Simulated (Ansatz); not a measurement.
An input meant for cyclo-(H2GeO)2 (Ge₂O₂H₄) (charge 0, singlet).

```yaml
crystal:
  periodic: [false, false, false]
  atoms:
    - {symbol: Ge, position_ang: [-0.601474, -0.439905, 1.076031]}
    - {symbol: H, position_ang: [-1.273623, -1.836605, 1.162784]}
    - {symbol: H, position_ang: [-0.710499, 0.385311, 2.386456]}
    - {symbol: O, position_ang: [1.105071, -0.506132, 0.410801]}
    - {symbol: Ge, position_ang: [0.601493, 0.439959, -1.076012]}
    - {symbol: H, position_ang: [0.710283, -0.385605, -2.386235]}
    - {symbol: H, position_ang: [1.273756, 1.836580, -1.163163]}
    - {symbol: O, position_ang: [-1.104996, 0.506397, -0.410664]}
basis:
  gaussian: {orbitals: "6-31G*"}
hamiltonian: {xc: {name: HF}}
correlation: {method: mp2, frozen_orbitals: {Ge: 9}}
scf: {omitted_lower_state_checks: [starts]}
output: {forces: true}
```

```sh
$ ansatz run in.yaml --threads 4 --pin off --events-out ev --progress --plain --max-ram 3916MiB
```

Question: Predict how Ansatz answers.

Answer: The input was rejected before any iteration. Frozen orbitals are typed for one element alone, and the program wants a count for each (the count typed has to fit that element's core, too).
```
Functional definition: HF
Error: "frozen_orbitals" has no count for H
```
